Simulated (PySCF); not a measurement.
ORD: `CC[C@]1(F)O[C@@H]1CF`, C$_{5}$H$_{8}$F$_{2}$O

Geometry:
```
atom   x (Å)   y (Å)   z (Å)
  C1   1.758  -0.740  -0.476
  C2   0.985  -0.270   0.753
  C3   0.149   0.940   0.430
  F4   0.930   2.031   0.161
  O5  -0.987   1.249   1.140
  C6  -1.165   0.949  -0.229
  C7  -1.922  -0.315  -0.560
  F8  -1.426  -0.873  -1.712
  H9   2.388   0.063  -0.851
 H10   1.077  -1.044  -1.266
 H11   2.390  -1.584  -0.215
 H12   0.333  -1.058   1.130
 H13   1.676   0.011   1.551
 H14  -1.395   1.810  -0.851
 H15  -1.817  -1.058   0.236
 H16  -2.980  -0.102  -0.739
```

Method used: PySCF 2.14.0, TDDFT PBE0/def2-SVPD circular dichroism and optical rotation, one conformer, gas phase. Geometry: GFN2-xTB.

The molecule is flexible and this is one conformer; a measurement averages over conformers. States above about 8.7 eV (minus the energy of the highest occupied orbital) lie near or above the ionisation threshold and depend on the basis.

Stereocentres: C3 R, C6 R.

(1) Give the optical rotatory dispersion at 633, 589.3, 546, 436, 405, 365, 355 nm.

(2) And for the mirror image at 589.3 nm?

(3) What is the molar rotation [Φ] = [α]·M/100 of the geometry above at 589.3 nm?

Results:

(1) [α] in deg dm⁻¹ (g/mL)⁻¹:
```
λ (nm)  origin-invariant length gauge  modified velocity gauge  length gauge (centre of mass)  isotropic polarisability (au)
   633                          +10.3                     +5.8                           +7.8                           64.3
 589.3                          +11.9                     +6.7                           +9.0                           64.4
   546                          +13.9                     +7.7                          +10.5                           64.6
   436                          +22.0                    +11.4                          +16.3                           65.5
   405                          +25.6                    +12.9                          +18.9                           65.9
   365                          +31.7                    +15.0                          +23.0                           66.5
   355                          +33.6                    +15.6                          +24.3                           66.7
```

(2) -11.9 deg dm⁻¹ (g/mL)⁻¹ (origin-invariant length gauge): the same size and the opposite sign.

(3) With M = 122.11 g/mol, +14.6 deg cm² dmol⁻¹ (origin-invariant length gauge).

The first excitation lies at 7.95 eV (156 nm) with R = +8.0 × 10⁻⁴⁰ esu² cm² (velocity form).
